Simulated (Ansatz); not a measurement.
`[CH3][GeH2][CH3]` + `O=CO` → `[CH3][GeH2][O]C=O` + CH₄ at 500 K and 1 bar (ligand exchange at a Ge–C bond).

Calculated with Ansatz (gas phase, PBE0-D4/def2-TZVP geometries, no zero-point term in ΔE). CCSD(T)/CBS adds triple-zeta CCSD(T) − MP2 to the extrapolated MP2 energy (def2 sets, frozen cores). This one scheme is used for every species. For Ge outer-core shells are correlated without core-valence functions, which leaves a few kJ/mol of doubt a bond. Scalar relativity is left out up to krypton. One conformer a species, not always the lowest.

```csv
species,CCSD(T)/CBS energy (Eh),H − E (kJ/mol),S (J/(mol·K))
`[CH3][GeH2][CH3]`,-2157.04003,274.5,372.1
`O=CO`,-189.60296,110.7,274.8
`[CH3][GeH2][O]C=O`,-2306.20478,248.7,418.0
CH₄,-40.46206,135.6,206.8
```

H − E and S are ideal-gas, rigid-rotor, harmonic terms from PBE0-D4/def2-TZVP, for one conformer and one mirror image of each species. 1 Eh = 2625.50 kJ/mol, R = 8.31446 J/(mol·K).

Problem. By hand: ΔE, ΔH, ΔS and ΔG.

Solution. ΔE = (-2306.20478) + (-40.46206) − (-2157.04003) − (-189.60296) = -0.02385 Eh = -62.6 kJ/mol. Δ(H − E) = 248.7 + 135.6 − 274.5 − 110.7 = -0.9, so ΔH = -63.5 kJ/mol. ΔS = 418.0 + 206.8 − 372.1 − 274.8 = -22.1 J/(mol·K). ΔG = -63.5 − 500 × (-22.1)/1000 = -52.5 kJ/mol.

Problem. By hand: the equilibrium constant, and the temperature at which ΔG would vanish if ΔH and ΔS stayed fixed.

Solution. log₁₀ K = −ΔG/(RT ln 10) = 5.5. ΔG = 0 at ΔH/ΔS = 2873 K, far beyond where these terms or the molecules hold.

ΔH outweighs TΔS. A doubt of 5 kJ/mol in ΔE shifts log₁₀ K by 0.5 here. Other conformers and mirror images would add mixing entropy, several J/(mol·K) or more a flexible species. These are equilibria of isolated gas molecules and say nothing of rates. Largest T1 diagnostic: 0.016 (customary marks: 0.02 for closed shells, 0.045 for open ones).
